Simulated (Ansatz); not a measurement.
```xyz
2

B     0.0000    0.0000    0.6326
O     0.0000    0.0000   -0.6326
```

Basis set: cc-pVDZ (spherical functions). Left uncorrelated: 2 orbitals. Correlation on ROHF uses semicanonical orbitals with singles. Charge 0, multiplicity 2.

Computed with Ansatz (development build ahead of 0.2.0); the reference of a correlated method needn't be the lowest determinant of its kind.

The atomization energy at this shape (free ground-state atoms in the same class of orbitals less the molecule, no zero-point energy) of doublet BO:

| method | atomization energy |
| --- | --- |
| ROHF-CCSD(T) | 7.59 eV |

Q: What does ROHF-CCSD give?

A: 7.35 eV. Caution: the reference determinant was not shown to be the lowest.
